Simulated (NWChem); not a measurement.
System: SiH$_{3}$TeBr; SMILES [SiH3][Te]Br

NWChem printed, in part:

```
             Northwest Computational Chemistry Package (NWChem) 7.3.0
             --------------------------------------------------------

 CS  symmetry detected

                             Geometry "geometry" -> ""
                             -------------------------

 Output coordinates in angstroms (scale by  1.889725989 to convert to a.u.)

  No.       Tag          Charge          X              Y              Z
 ---- ---------------- ---------- -------------- -------------- --------------
    1 Te                  52.0000     0.68429918    -0.63519154     0.00000000
    2 Br                  35.0000    -0.18752865     1.73861375     0.00000000
    3 Si                  14.0000    -1.63272372    -1.59938012     0.00000000
    4 H                    1.0000    -1.42378052    -3.07917040     0.00000000
    5 H                    1.0000    -2.36907100    -1.17551453    -1.22408429
    6 H                    1.0000    -2.36907100    -1.17551453     1.22408429

 Effective nuclear repulsion energy (a.u.)     659.5905205591

      Symmetry information
      --------------------

 Group name             Cs
 Group number              2
 Group order               2
 No. of unique centers     5

 Summary of "ao basis" -> "ao basis" (spherical)
 ------------------------------------------------------------------------------
       Tag                 Description            Shells   Functions and Types
 ---------------- ------------------------------  ------  ---------------------
 Te                         def2-svp                10       26   4s4p2d
 Br                         def2-svp                12       32   5s4p3d
 Si                         def2-svp                 8       18   4s3p1d
 H                          def2-svp                 3        5   2s1p

      Symmetry analysis of basis
      --------------------------

        a'         62
        a"         29

            General Information
            -------------------
          SCF calculation type: DFT
          Wavefunction type:  closed shell.
          No. of atoms     :     6
          No. of electrons :    76
           Alpha electrons :    38
            Beta electrons :    38
          Charge           :     0
          Spin multiplicity:     1
          Use of symmetry is: on ; symmetry adaption is: on
          Maximum number of iterations: 150
          AO basis - number of functions:    91
                     number of shells:    39
          Convergence on energy requested:  1.00D-06
          Convergence on density requested:  1.00D-05
          Convergence on gradient requested:  5.00D-04

              XC Information
              --------------
          PerdewBurkeErnzerhof Exchange Functional  1.000
            Perdew 1991 LDA Correlation Functional  1.000 local
           PerdewBurkeErnz. Correlation Functional  1.000 non-local

             Grid Information
             ----------------
          Grid used for XC integration:  medium
          Radial quadrature: Mura-Knowles
          Angular quadrature: Lebedev.
          Tag              B.-S. Rad. Rad. Pts. Rad. Cut. Ang. Pts.
          ---              ---------- --------- --------- ---------
          Te                  1.40      123          10.0       590
          Br                  1.15      112          12.0       590
          Si                  1.10       88          10.0       590
          H                   0.35       45          12.0       434
          Grid pruning is: on
          Number of quadrature shells:   413
          Spatial weights used:  Erf1

      Superposition of Atomic Density Guess
      -------------------------------------

 Sum of atomic energies:       -3173.54590829

      Non-variational initial energy
      ------------------------------

 Total energy =   -3129.760550
 1-e energy   =   -5166.271672
 2-e energy   =    1678.128888
 HOMO         =      -0.230938
 LUMO         =      -0.084514

      Symmetry analysis of molecular orbitals - initial
      -------------------------------------------------

  Numbering of irreducible representations:

     1 a'          2 a"

  Orbital symmetries:

     1 a'          2 a'          3 a'          4 a'          5 a'
     6 a"          7 a'          8 a'          9 a'         10 a"
    11 a'         12 a'         13 a'         14 a'         15 a"
    16 a"         17 a'         18 a'         19 a'         20 a'
    21 a"         22 a'         23 a"         24 a'         25 a'
    26 a"         27 a'         28 a"         29 a'         30 a'
    31 a'         32 a'         33 a"         34 a'         35 a'
    36 a"         37 a'         38 a"         39 a'         40 a'
    41 a"         42 a'         43 a'         44 a'         45 a'
    46 a'         47 a"         48 a'

   convergence    iter        energy       DeltaE   RMS-Dens  Diis-err
 ---------------- ----- ----------------- --------- --------- ---------
 d= 0,ls=0.0,diis     1  -3132.4942994055 -3.49D+03  1.45D-02  4.13D-01
 d= 0,ls=0.0,diis     2  -3132.4712493968  2.31D-02  1.06D-02  4.19D-01
 d= 0,ls=0.0,diis     3  -3132.5239392022 -5.27D-02  4.67D-03  9.28D-02
 d= 0,ls=0.0,diis     4  -3132.5394163738 -1.55D-02  1.40D-03  1.10D-02
 d= 0,ls=0.0,diis     5  -3132.5415108585 -2.09D-03  3.64D-04  4.36D-04
  Resetting Diis
 d= 0,ls=0.0,diis     6  -3132.5415783423 -6.75D-05  1.37D-04  8.66D-05
 d= 0,ls=0.0,diis     7  -3132.5415946906 -1.63D-05  6.04D-05  3.21D-06
 d= 0,ls=0.0,diis     8  -3132.5415932717  1.42D-06  4.24D-05  1.02D-05
 d= 0,ls=0.0,diis     9  -3132.5415952764 -2.00D-06  6.79D-06  3.13D-07
 d= 0,ls=0.0,diis    10  -3132.5415953137 -3.73D-08  1.94D-06  1.83D-08

         Total DFT energy =    -3132.541595313663
      One electron energy =    -5166.982025668992
           Coulomb energy =     1809.614196603303
    Exchange-Corr. energy =     -133.556000145436
 Nuclear repulsion energy =      358.382233897461

 Numeric. integr. density =       76.000014158196

[...]
```

Level: PBE/def2-SVP with def2 effective core potentials on Te, vertical spin-unrestricted ions. Coordinates come from a PBE0/def2-SVP optimisation. No frequency run checked for a minimum. def2 effective core potentials on Te; no spin-orbit coupling.

Question: Which NWChem input produces such a log?

Answer: One answer among several that fit: the input that was run:
```
start job
memory heap 200 mb stack 900 mb global 1100 mb
geometry units angstroms noautoz
  Te     0.709115    -0.605517    -0.019807
  Br    -0.248497     1.734523     0.027388
  Si    -1.571052    -1.653783    -0.004590
  H     -1.308398    -3.124753    -0.031017
  H     -2.339006    -1.238152    -1.211956
  H     -2.305538    -1.276275     1.235688
end
basis spherical
  * library def2-svp
end
ecp
  Te library def2-ecp
end
dft
  xc xpbe96 cpbe96
  iterations 150
  vectors input atomic output neutral.movecs
end
task dft energy
charge 1
dft
  odft
  mult 2
  vectors input atomic output cation.movecs
end
task dft energy
```
